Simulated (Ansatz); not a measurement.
Isolated molecules relaxed with PBE0-D4/def2-TZVP in Ansatz; ΔE leaves out vibrations. CCSD(T)/CBS adds triple-zeta CCSD(T) − MP2 to the extrapolated MP2 energy (def2 sets, frozen cores). DFT in def2-TZVPP. Each species was taken in one conformer, which may not be the lowest.

`O=CC(Cl)O[SiH3]` → `O[SiH2]/C(O)=C\Cl`  (isomerisation)

Question: Is it downhill or uphill in electronic energy at CCSD(T)/CBS, and by how much? (Estimate.)

Answer: Computed: Downhill: ΔE = -11.8 kcal/mol.

Question: What do these levels give: r2SCAN-D4, PBE0-D4, ωB97M-V, PBE, SCS-MP2/def2-QZVPP, MP2/CBS(def2)? (Estimate.)

Answer: The calculation gave: r2SCAN-D4 -11.6, PBE0-D4 -12.1, ωB97M-V -11.1, PBE -11.5, SCS-MP2/def2-QZVPP -9.8, MP2/CBS(def2) -13.4 kcal/mol.

Largest T1 diagnostic among the species: 0.013.

In def2-TZVPP, CCSD(T) changes the Hartree–Fock value by −6.6 kcal/mol (the triples alone add −0.6 kcal/mol) and MP2 by −8.2 kcal/mol.
